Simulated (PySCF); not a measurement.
C4H6Ge, SMILES [C](=C)(C#C)[GeH3]. Atoms are numbered in the order given.

```xyz
11

C     -1.0503     2.6999     0.0000
C     -0.2615     1.7754     0.0000
C      0.5961     0.6402     0.0000
C      1.9377     0.7408     0.0000
Ge    -0.2841    -1.1108     0.0000
H     -1.7351     3.5274     0.0000
H      2.4371     1.7150     0.0000
H      2.5739    -0.1486     0.0000
H     -1.1652    -1.2465     1.2531
H     -1.1652    -1.2465    -1.2531
H      0.8125    -2.1909     0.0000
```
Charge 0, spin multiplicity 1.

The structure is a stationary point at PBE0-D3(BJ)/def2-SVP. The structure was generated by enumeration, and PubChem lists no compound with its InChIKey, so it may never have been made.

All values below come from PBE/def2-TZVP in PySCF.

Gas-phase values at a fixed geometry.

Estimate the frontier levels, gap, dipole moment and polarisability. (An estimate is asked for; the answer gives what the named calculation found.)


| Property | Value |
|---|---|
| highest occupied level | -6.20 eV |
| lowest empty level | -2.14 eV |
| orbital gap | 4.06 eV |
| dipole moment | 0.34 D |
| quadrupole, principal values (traceless, Buckingham form, about the centre of nuclear charge) | -5.39, -0.60, 5.98 D·Å |
| mean static polarisability | 81.2 bohr³ (12.04 Å³) |
| polarisability, principal values | 54.2, 82.4, 107.1 bohr³ |
